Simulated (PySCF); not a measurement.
**Peak assignment**

Atom-mapped SMILES (the numbers label the heavy atoms): `[CH:1]#[C:2][CH2:3][C:4]1=[CH:5][C:6]2([CH:7]=[CH:8]1)[CH2:9][CH2:10]2`. Hydrogens are named by the atom that carries them.

[PySCF 2.14.0 with density-fitted response routines: structure optimised with GFN2-xTB; shieldings: GIAO PBE0/pcSseg-1; rapidly exchanging positions averaged; relativity neglected; a single conformation; isolated molecule]

References, each an isolated molecule treated in the same way: ¹³C, ¹H against TMS.

(1) Assign these signals to the numbered atoms. ¹³C{¹H} NMR (computed): δ 149.1 (CH), 146.8 (C), 141.9 (CH), 138.7 (CH), 87.3 (C), 75.3 (CH), 40.7 (C), 23.1 (CH2), 15.0 (CH2).

(2) Assign these signals to the numbered atoms. ¹H NMR (300 MHz, computed): δ 6.91 (d, 1H), 6.33 (d, 1H), 5.94 (s, 1H), 3.43 (d, 2H), 1.48 (m, 2H), 1.46 (m, 2H), 1.42 (t, 1H).

Results:

(1) 
```tsv
δ (ppm)	atoms	environment	reason
149.1	C7	alkene CH	as expected for a trigonal carbon in a double bond
146.8	C4	fully substituted alkene carbon	the olefinic region
141.9	C5	alkene CH	as expected for a trigonal carbon in a double bond
138.7	C8	alkene CH	–
87.3	C2	alkyne carbon	sp carbons lie upfield of alkene carbons because the cylindrical π system leaves one tensor component strongly shielded
75.3	C1	terminal alkyne carbon	the triple bond shields along its axis, which puts it between sp3 and sp2 carbons
40.7	C6	three-membered-ring carbon	a saturated carbon with 4 carbon neighbours and no heteroatom attached
23.1	C3	allylic sp3 CH2	saturated and bonded to C and H only
15.0	C9/C10	three-membered-ring carbon	carbons of three-membered rings are unusually shielded
```

(2) 
```tsv
δ (ppm)	atoms	environment	reason
6.91	H(C8)	hydrogen on an alkene CH	a vinylic proton, deshielded by the sp2 carbon and the C=C anisotropy
6.33	H(C7)	hydrogen on an alkene CH	–
5.94	H(C5)	hydrogen on an alkene CH	–
3.43	H(C3)	hydrogen on an allylic sp3 CH2	–
1.48	Ha(C9)/Ha(C10)	hydrogen on a three-membered-ring carbon	cyclopropane-type protons are shielded by the ring
1.46	Hb(C9)/Hb(C10)	hydrogen on a three-membered-ring carbon	–
1.42	H(C1)	hydrogen on a terminal alkyne carbon	it lies on the axis of the triple bond, in its shielding cone
```

Ha(C9)/Ha(C10) and Hb(C9)/Hb(C10); Hb(C9)/Hb(C10) and H(C1) lie closer than the usual error of such a calculation, so a measured spectrum could show them in the other order.

Shifts are as computed. Against solution values, carbons near 30 ppm lie about +3 ppm off and those near 130 ppm about +5 ppm. Of 1211 compounds with measured shifts, 218 miss one by over three times the rms of a fit or turn the order of signals round; such compounds aren't used in these exercises. Multiplicities follow the n + 1 count of equivalent neighbours, as no J values were calculated; m marks all less simple cases, F and P coupling included.
